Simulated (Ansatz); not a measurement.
BGeH₅O (`O[BH][GeH3]`) at its PBE0-D4/def2-TZVP geometry, where that method's forces vanish. The species carries charge 0 and has multiplicity 1.

```xyz
8

O     0.6195   -1.3954   -1.0480
B     0.7788   -0.2350   -0.3804
Ge   -0.8499    0.5744    0.6109
H     1.4205   -1.7059   -1.4813
H     1.8551    0.3054   -0.3721
H    -2.1327   -0.2643    0.4759
H    -0.5404    0.7299    2.1134
H    -1.1509    1.9909    0.0815
```

(1) What forces (eV/Å) does ωB97M-V/def2-TZVPP give on these atoms in Ansatz 0.2.0? (Best estimate.)

## Answers

(1) The calculation gave: 
```
O1   0.046 -0.139 -0.100
B2   0.096  0.224  0.109
Ge3 -0.051  0.038  0.039
H4  -0.059  0.022  0.031
H5  -0.128 -0.081 -0.011
H6   0.097  0.056  0.006
H7  -0.022 -0.015 -0.108
H8   0.021 -0.104  0.034
```
